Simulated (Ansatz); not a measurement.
Ansatz (a first-principles code) input (PBE0/def2-TZVP):

Ansatz 0.2 input:
```yaml
crystal:
  periodic: [false, false, false]
  atoms:
    - {symbol: O, position_ang: [-1.43507027, -0.71174455, -0.59820396]}
    - {symbol: B, position_ang: [-0.41388183, -0.03087898, -0.10920290]}
    - {symbol: O, position_ang: [-0.98485854, 1.22846625, 0.48452368]}
    - {symbol: P, position_ang: [1.44174997, -0.38746524, 0.16241123]}
    - {symbol: H, position_ang: [-1.29212764, -1.56982280, -1.01592826]}
    - {symbol: H, position_ang: [-1.94654433, 1.39319392, 0.44433113]}
    - {symbol: H, position_ang: [-0.46215198, 1.95840274, 0.85356103]}
    - {symbol: H, position_ang: [1.63272899, -0.88370818, -1.14836077]}
    - {symbol: H, position_ang: [1.87068485, 0.93453405, -0.11431503]}
basis:
  gaussian:
    orbitals: def2-TZVP
hamiltonian:
  xc: {name: PBE0}
total_charge: 1
```

Output:

```
Functional definition: PBE0
integrals: 0.07 GiB planned
973 factors; their error is unknown
0.25 GiB of the device are held for the grids
0.69 GiB of device memory are held for the factors and their scratch space
mean field: 0.55 GiB planned
mean field evaluation 1: about -14114.6620 eV, gradient 9.3e1 eV
mean field evaluation 2: about -14094.8008 eV, gradient 1.4e2 eV
mean field evaluation 4: about -14128.4398 eV, gradient 9.9e0 eV
mean field evaluation 8: about -14128.5975 eV, gradient 2.8e-1 eV
mean field evaluation 16: about -14128.6158 eV, gradient 9.0e-5 eV
mean field -14128.61579703 eV, -519.2170538211 hartree, gradient 1.7e-5 eV, S^2 0.000000; 0 other end points of the search recorded, 0 dependent functions left out
reference -14128.61582460 eV, -519.2170548344 hartree; 20, 20 occupied and 140, 140 virtual orbitals, 973 factors
Total energy: -14128.61582460 eV, -519.2170548344 hartree
```

It need not be the lowest isomer of its formula.
